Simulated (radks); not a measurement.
All-electron atom: Bi in [Hg] 6p3. All-electron calculation, scalar-relativistic Kohn-Sham, RPBE, spin-polarised, spherical densities, finite nucleus; open shells are filled with parallel spins first (spin-orbit coupling, left out, can overturn this in heavy ions); Fermi nuclear charge, rms radius 5.5211 fm. Program: a radial shooting solver on a logarithmic mesh with Libxc functionals.

Local quantities along the radius. ELF = 1/(1 + alpha^2) is the electron localisation function; alpha = (tau - tau_W)/tau_unif compares the Pauli kinetic energy density with that of the uniform gas (summed over spins); r v_xc is r times the local exchange-correlation potential of spin up (hartree bohr). tau is taken from the large components.

| r (bohr) | ELF | alpha | r v_xc |
|---|---|---|---|
| 0.0009642 | 1.000 | 0.02208 | -0.1507 |
| 0.001317 | 0.999 | 0.02451 | -0.1718 |
| 0.0018 | 0.999 | 0.02838 | -0.2016 |
| 0.002439 | 0.999 | 0.03447 | -0.2392 |
| 0.003332 | 0.998 | 0.04507 | -0.2864 |
| 0.004552 | 0.996 | 0.06441 | -0.3406 |
| 0.006219 | 0.989 | 0.1031 | -0.3983 |
| 0.008428 | 0.967 | 0.1861 | -0.4515 |
| 0.01151 | 0.867 | 0.3916 | -0.4938 |
| 0.01573 | 0.574 | 0.8609 | -0.5171 |
| 0.02149 | 0.340 | 1.394 | -0.5386 |
| 0.02936 | 0.446 | 1.115 | -0.6430 |
| 0.03979 | 0.694 | 0.6638 | -0.8003 |
| 0.05436 | 0.711 | 0.6380 | -0.8968 |
| 0.07426 | 0.424 | 1.166 | -0.8930 |
| 0.1014 | 0.425 | 1.164 | -0.9959 |
| 0.1375 | 0.700 | 0.6551 | -1.215 |
| 0.1878 | 0.524 | 0.9534 | -1.188 |
| 0.2566 | 0.325 | 1.442 | -1.160 |
| 0.3506 | 0.696 | 0.6611 | -1.470 |
| 0.4751 | 0.598 | 0.8194 | -1.410 |
| 0.6491 | 0.314 | 1.477 | -1.173 |
| 0.8867 | 0.619 | 0.7853 | -1.289 |
| 1.211 | 0.589 | 0.8362 | -1.208 |
| 1.642 | 0.380 | 1.278 | -1.030 |
| 2.243 | 0.502 | 0.9951 | -1.012 |
| 3.064 | 0.710 | 0.6391 | -0.9636 |
| 4.186 | 0.595 | 0.8246 | -0.6789 |
| 5.673 | 0.232 | 1.817 | -0.4979 |
| 7.751 | 0.023 | 6.522 | -0.4138 |
| 10.59 | 0.000 | 50.31 | -0.1480 |

On this mesh the ELF has minima near r = 0.021, 0.086, 0.22, 0.65, 1.6 bohr, which separate the shells, and maxima near 0.047 (0.74), 0.14 (0.70), 0.41 (0.71), 1.0 (0.66), 3.1 (0.71).
